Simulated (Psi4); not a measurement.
HClO, charge +1, doublet, geometry from GFN2-xTB (a state made from the parent by changing its charge; the spin is typed, not shown lowest). Base run: B3LYP/3-21G run with Psi4.

Input for Psi4:
```
memory 2 GB

molecule mol {
1 2
  O    -0.043832    1.021486    0.014691
  H    -0.966721    1.402032    0.005034
  Cl    0.077493   -0.563172   -0.007209
}

set basis 3-21g
set reference uks

energy('b3lyp')
print_variables()
```

Each row names what was changed in the base input (with any setting that the change needs).

```tsv
change	ΔE vs base (mEh)	SCF cycles	grid points	basis functions
base	0.000	9	63522	24
d_convergence = 1e-4	0.000	8	63522	24
scf_type = disk_df	0.000	9	63522	24
d_convergence = 1e-8	0.000	12	63522	24
scf_initial_accelerator = none	0.000	9	63522	24
dft_pruning_scheme = robust	0.000	9	43342	24
basis_guess = true	0.000	1	63522	24
level_shift = 0.3	0.000	9	63522	24
dft_radial_scheme = multiexp	0.000	9	67517	24
dft_nuclear_scheme = stratmann	-0.001	9	60137	24
dft_pruning_scheme = treutler	0.035	9	34630	24
dft_radial_points = 35	0.889	9	30200	24
dft_spherical_points = 974	0.000	9	204761	24
```

Open shells are given as the SCF converged; they aren't shown to be the lowest states, and a large step between rows can be another state.
